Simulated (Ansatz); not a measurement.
Species: sum formula SiN₂H₅ (charge 0, doublet). It need not be the lowest isomer of its formula. 
Structure (B3LYP-D3(BJ)/def2-TZVP (Ansatz, a program for electronic structure) minimum search):
```xyz
8

Si     0.0484    -0.5613    -0.0705
N      1.1643     0.6679    -0.5442
N     -1.2133     0.2419     0.7737
H     -0.3212    -1.2141    -1.3713
H      1.5779     1.2780     0.1444
H      1.7875     0.5122    -1.3217
H     -1.8014    -0.2263     1.4412
H     -1.5769     1.1391     0.4886
```
Charge 0, spin multiplicity 2.

Wanted: atomisation energy (electronic, to ground-state atoms), in eV. Correlated levels leave the core frozen unless marked. UHF or UKS for open shells. Spin-orbit coupling is left out. No relativistic terms. The coupled-cluster limit lacks core correlation, which all-electron functionals hold. Basis-set limits of correlation are two-point, X^-3; Hartree-Fock from the larger set (for Q and 5 zeta extrapolated as (X+1)exp(-9√X)). [CCSD(T)-MP2]/basis is that difference in the basis named.

```
level                                                                             program  atomisation energy (eV)  minus last row
-------------------------------------------------------------------------  --------------  -----------------------  --------------
HF/STO-3G                                                                          Ansatz                    19.46           -7.37
revPBE-D4/def2-TZVPD                                                       Ansatz + dftd4                    26.67           -0.16
B3LYP-D3(BJ)/def2-TZVPD                                                    Ansatz + dftd3                    27.10            0.27
B3LYP-D4/def2-TZVPD                                                        Ansatz + dftd4                    27.06            0.23
PBE0/STO-3G                                                                        Ansatz                    28.85            2.02
PBE0-D3(BJ)/def2-TZVPD                                                     Ansatz + dftd3                    26.72           -0.11
PBE0/def2-TZVPD                                                                    Ansatz                    26.61           -0.22
r2SCAN0-D4/def2-TZVPD                                                      Ansatz + dftd4                    26.26           -0.57
HSE06-D3(BJ)/def2-TZVPD                                                    Ansatz + dftd3                    26.73           -0.10
HSE06-D4/def2-TZVPD                                                        Ansatz + dftd4                    26.74           -0.09
CAM-B3LYP-D3(BJ)/def2-TZVPD                                                Ansatz + dftd3                    27.14            0.31
B2PLYP-D4/def2-TZVPD                                                       Ansatz + dftd4                    26.59           -0.24
RPA@PBE/cc-pV(T+d)Z                                                                Ansatz                    25.13           -1.70
MP2/CBS(cc-pV(T+d)Z,cc-pV(Q+d)Z)                                                   Ansatz                    27.06            0.23
RI-MP2/aug-cc-pV(T+d)Z                                                             Ansatz                    26.32           -0.51
RI-MP2/cc-pV(Q+d)Z                                                                 Ansatz                    26.67           -0.16
CCSD/cc-pV(D+d)Z                                                                   Ansatz                    23.35           -3.48
CCSD/aug-cc-pV(Q+d)Z                                                               Ansatz                    26.15           -0.68
RI-MP2/CBS(aug-cc-pV(T+d)Z,aug-cc-pV(Q+d)Z)+[CCSD(T)-MP2]/aug-cc-pV(T+d)Z          Ansatz                    26.89            0.06
CCSD(T)/CBS(cc-pV(T+d)Z,cc-pV(Q+d)Z)                                               Ansatz                    26.83            0.00
CCSD(T)/CBS(cc-pV(Q+d)Z,cc-pV(5+d)Z)                                               Ansatz                    26.83            0.00
```
